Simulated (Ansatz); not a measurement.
Series B2X4: PBE0-D4/def2-TZVPD single points in Ansatz on relaxed structures, gas phase. A negative affinity means that the extra electron isn't bound at that geometry and level; within about 0.2 eV of zero the sign isn't settled. Binding counts from free atoms in the multiplicity of their measured ground term, without zero-point energy. The structures are stationary points that may keep the symmetry of their start. Remarks come from the PBE and PBE0 runs and from stability tests at other levels; not every state was tested. A HOMO above zero means that the electron is unbound at that level and held by the basis, or that self-interaction error raises the level; the energy of removing that electron tells which. HOMO above LUMO (over both spins in singlets and doublets, within one spin in higher multiplets; at PBE or PBE0), or a gap under 0.15 eV within one spin, warns that the state may not be the lowest or that an electron is smeared out.

```tsv
species	atoms	state	geometry	HOMO (eV)	LUMO (eV)	gap (eV)	vertical EA (eV)	binding per atom (eV)	point group (within 0.1 Å)	remarks
B2(Br)4 (B2Br4)	6	singlet	PBE-D4/def2-SVP	-8.14	-2.41	5.73	0.94	3.37	D2d	HOMO above zero (-1 doublet), gap within one spin near zero at PBE or PBE0 (-1 doublet)
B2(Cl)4 (B2Cl4)	6	singlet	PBE0-D4/def2-SVP	-8.56	-2.28	6.27	0.64	3.80	D2	HOMO above zero (-1 doublet)
B2(F)4 (B2F4)	6	singlet	r2SCAN-D4/def2-SVP	-10.11	-0.99	9.13	-0.75	5.04	D2d	HOMO above zero (-1 doublet), gap within one spin near zero at PBE or PBE0 (-1 doublet)
B2(OH)4 (B2O4H4)	10	singlet	PBE-D4/def2-SVP	-8.22	-0.72	7.50	-0.23	4.53	C2v	HOMO above zero (-1 doublet)
```

The gap (eV) runs from 5.73 (B2(Br)4) to 9.13 (B2(F)4). The vertical EA (eV) runs from -0.75 (B2(F)4) to 0.94 (B2(Br)4).
